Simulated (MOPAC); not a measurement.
Input for MOPAC: PM3 on AsH4I (a complex), monomers drawn apart or pushed together.

```
PM3 1SCF PRECISE CHARGE=0 THREADS=1
AsH4I

As     0.03279160 1     0.58395075 1     0.37225558 1
H     -0.77308239 1     1.77910094 1    -0.11562530 1
H     -0.22603419 1    -0.21641850 1    -0.89589280 1
H      1.34539978 1     1.14821675 1    -0.15168653 1
I     -0.43136002 1    -1.22477139 1     4.72209109 1
H     -0.27259217 1    -0.60499477 1     3.22612748 1
```

Program output:

```
*******************************************************************************
 **                                                                           **
 **                              MOPAC v23.2.5                                **
 **                                                                           **
 *******************************************************************************
 ** MOPAC's Digital Object Identifier: https://doi.org/10.5281/zenodo.6511958 **
 **                                                                           **
 ** Please cite the open-source release paper for use of this MOPAC version:  **
 ** J. E. Moussa and J. J. P. Stewart (2026)                                  **
 ** MOPAC: An open-source semiempirical molecular orbital program             **
 ** J. Open Source Softw., 11(119), 8025, https://doi.org/10.21105/joss.08025 **
 *******************************************************************************

                              PM3 CALCULATION RESULTS

 *******************************************************************************
 *  PM3        - The PM3 Hamiltonian to be used
 *
 *
 *
 *                 CHARGE ON SYSTEM = 0
 *
 *
 *
 *  PRECISE    - TIGHTER CRITERIA TO BE USED
 *  1SCF       - DO 1 SCF AND THEN STOP
 *  THREADS=1  - MULTI-THREADING NOT USED
 *  T=         - A TIME OF 172800.0 SECONDS REQUESTED
 *  DUMP=N     - RESTART FILE WRITTEN EVERY 7200.0 SECONDS REQUESTED
 *******************************************************************************
PM3 1SCF PRECISE CHARGE=0 THREADS=1
 AsH4I

   ATOM   CHEMICAL          X               Y               Z
  NUMBER   SYMBOL      (ANGSTROMS)     (ANGSTROMS)     (ANGSTROMS)

     1      As          0.03279160  *   0.58395075  *   0.37225558  *
     2       H         -0.77308239  *   1.77910094  *  -0.11562530  *
     3       H         -0.22603419  *  -0.21641850  *  -0.89589280  *
     4       H          1.34539978  *   1.14821675  *  -0.15168653  *
     5       I         -0.43136002  *  -1.22477139  *   4.72209109  *
     6       H         -0.27259217  *  -0.60499477  *   3.22612748  *



          CARTESIAN COORDINATES

    NO.       ATOM           X           Y           Z

     1        As          0.0328      0.5840      0.3723
     2         H         -0.7731      1.7791     -0.1156
     3         H         -0.2260     -0.2164     -0.8959
     4         H          1.3454      1.1482     -0.1517
     5         I         -0.4314     -1.2248      4.7221
     6         H         -0.2726     -0.6050      3.2261

  H: (PM3): J. J. P. STEWART, J. COMP. CHEM. 10, 209 (1989).
 As: (PM3): J. J. P. STEWART, J. COMP. CHEM. 12, 320-341 (1991).
  I: (PM3): J. J. P. STEWART, J. COMP. CHEM. 10, 209 (1989).

           Empirical Formula: H4 As I  =     6 atoms



      MOLECULAR POINT GROUP   :   C3v


      RHF CALCULATION, NO. OF DOUBLY OCCUPIED LEVELS = 8


 -------------------------------------------------------------------------------
 PM3 1SCF PRECISE CHARGE=0 THREADS=1
 AsH4I



     1SCF WAS SPECIFIED, SO BFGS WAS NOT USED
     SCF FIELD WAS ACHIEVED


                              PM3 CALCULATION
                                                       MOPAC v23.2.5 Linux




          FINAL HEAT OF FORMATION =         41.72497 KCAL/MOL =     174.57729 KJ/MOL


          COSMO AREA              =        128.86 SQUARE ANGSTROMS
          COSMO VOLUME            =        108.54 CUBIC ANGSTROMS

          IONIZATION POTENTIAL    =          9.905592 EV
          HOMO LUMO ENERGIES (EV) =         -9.906 -0.735
          NO. OF FILLED LEVELS    =          8
          MOLECULAR WEIGHT        =        205.8577         POINT GROUP:  C3v

          MOLECULAR DIMENSIONS (Angstroms)

            Atom       Atom       Distance
            I     5    H     3     5.71145
            H     2    H     4     2.21072
            H     2    H     3     1.86467


          SCF CALCULATIONS        =          1





   ATOM   CHEMICAL          X               Y               Z
  NUMBER   SYMBOL      (ANGSTROMS)     (ANGSTROMS)     (ANGSTROMS)

     1      As          0.03279160  *   0.58395075  *   0.37225558  *
     2       H         -0.77308239  *   1.77910094  *  -0.11562530  *
     3       H         -0.22603419  *  -0.21641850  *  -0.89589280  *
     4       H          1.34539978  *   1.14821675  *  -0.15168653  *
     5       I         -0.43136002  *  -1.22477139  *   4.72209109  *
     6       H         -0.27259217  *  -0.60499477  *   3.22612748  *

                             CARTESIAN COORDINATES

   1   As        0.032791600     0.583950750     0.372255580
   2    H       -0.773082390     1.779100940    -0.115625300
   3    H       -0.226034190    -0.216418500    -0.895892800
   4    H        1.345399780     1.148216750    -0.151686530
   5    I       -0.431360020    -1.224771390     4.722091090
   6    H       -0.272592170    -0.604994770     3.226127480


           Empirical Formula: H4 As I  =     6 atoms



      MOLECULAR POINT GROUP   :   C3v


                  EIGENVALUES
 -21.73324 -14.78633 -13.00796 -12.98889 -12.98606 -10.23871  -9.90559  -9.90559
  -0.73530   0.39784   0.98003   0.98154


              NET ATOMIC CHARGES AND DIPOLE CONTRIBUTIONS

  ATOM NO.   TYPE          CHARGE      No. of ELECS.   s-Pop       p-Pop
    1         As           0.360601        4.6394     1.77996     2.85943
    2          H          -0.117435        1.1174     1.11743
    3          H          -0.117407        1.1174     1.11741
    4          H          -0.117469        1.1175     1.11747
    5          I          -0.118787        7.1188     1.95589     5.16289
    6          H           0.110497        0.8895     0.88950
 DIPOLE           X         Y         Z       TOTAL
 POINT-CHG.    -0.037    -0.140     0.319     0.350
 HYBRID         0.229     0.890    -2.119     2.309
 SUM            0.192     0.750    -1.800     1.959


          ATOMIC ORBITAL ELECTRON POPULATIONS

     Atom    s        px        py        pz
    1 As   1.77996   0.88734   0.91553   1.05657
    2  H   1.11743
    3  H   1.11741
    4  H   1.11747
    5  I   1.95589   1.99203   1.87853   1.29233
    6  H   0.88950

 **********************
 *                    *
 * JOB ENDED NORMALLY *
 *                    *
 **********************




 == MOPAC DONE ==
```

The run finished.

Cost: around 0.03 core-seconds (rough).
